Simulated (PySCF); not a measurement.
These 2 structures share the formula [C7H9O2]- (charge -1). Method used: PBE0-D3(BJ)/def2-SVP geometry optimisation, gas phase in PySCF 2.14.0. Energies are electronic, without zero-point or thermal terms, for one conformer each. No frequencies were run at this level. Point groups hold within 0.08 Å.

Task: Rank from lowest to highest electronic energy at this level (kcal/mol).
A. `[CH3:1][C@H:2]1[CH2:3][CH2:4][C:5]([O-:6])=[CH:7][C:8]1=[O:9]` (charge -1) with C1–C2–C3–C4 179°, C2–C3–C4–C5 -54°, C3–C4–C5–O6 -155°, C5–C7–C8–O9 177°
B. `[O:1]=[C:2]([O-:3])/[CH:4]=[CH:5]/[CH:6]1[CH2:7][CH2:8][CH2:9]1` (charge -1) with O1–C2–C4–C5 -1°, C4–C5–C6–C7 -129°, C5–C6–C7–C8 -142°, C6–C7–C8–C9 20°, C7–C8–C9–C6 -20°, C5–C6–C9–C8 143°

Result: A (0.0), B (34.6).

As drawn, the higher has a four-membered ring, which the lower lacks.

```json
{"SMILES": "C[C@H]1CCC([O-])=CC1=O", "E (Eh)": "-421.89126", "E rel (kcal/mol)": "0.0", "dipole about centre of mass (D)": "5.23", "point group": "C1", "A, B, C (MHz)": "2922, 1318, 945.5"}
{"SMILES": "O=C([O-])/C=C/C1CCC1", "E (Eh)": "-421.83616", "E rel (kcal/mol)": "34.6", "dipole about centre of mass (D)": "11.94", "point group": "near Cs", "A, B, C (MHz)": "5406, 634.4, 622.4"}
```
